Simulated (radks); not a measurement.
Effect of the nuclear size on the lanthanum ion La20+, [Kr] 4d1. Method: Dirac Kohn-Sham, LDA (Slater exchange, Perdew-Wang correlation), spin-unpolarised, spherical densities, finite nucleus; open shells fill j = l - 1/2 first; Fermi nuclear charge, rms radius 4.855 fm; computed with a radial shooting solver on a logarithmic mesh with Libxc functionals. The rms radius is varied about that value; shifts are against it.

| rms radius (fm) | total energy shift (eV) | density at nucleus (e/bohr^3) | 1s1/2 shift (meV) | 2s1/2 shift (meV) | 4s1/2 shift (meV) | 4p1/2 shift (meV) | 4d3/2 shift (meV) | 5s1/2 (empty) shift (meV) | 5p1/2 (empty) shift (meV) |
|---|---|---|---|---|---|---|---|---|---|
| 4.3695 | -1.77 | 3.579e+05 | -736 | -89.3 | -4.87 | 0.245 | 0.329 | -1.86 | 0.082 |
| 4.5588 | -1.10 | 3.549e+05 | -456 | -55.4 | -3.02 | 0.152 | 0.204 | -1.15 | 0.051 |
| 4.855 | 0 | 3.504e+05 | 0.000 | 0.000 | 0.000 | 0.000 | 0.000 | 0.000 | 0.000 |
| 5.1172 | 1.02 | 3.468e+05 | 423 | 51.3 | 2.80 | -0.141 | -0.189 | 1.07 | -0.047 |
| 5.9037 | 4.32 | 3.37e+05 | 1800 | 218 | 11.9 | -0.597 | -0.803 | 4.55 | -0.200 |

Slopes of the eigenvalues against <r^2> in GHz/fm^2, as finite differences over the two radii next to the reference (eigenvalue slopes, not the field-shift constants of lines): 1s1/2 39400, 2s1/2 4770, 4s1/2 260, 4p1/2 -13.1, 4d3/2 -17.6, 5s1/2 (empty) 99.6, 5p1/2 (empty) -4.38.
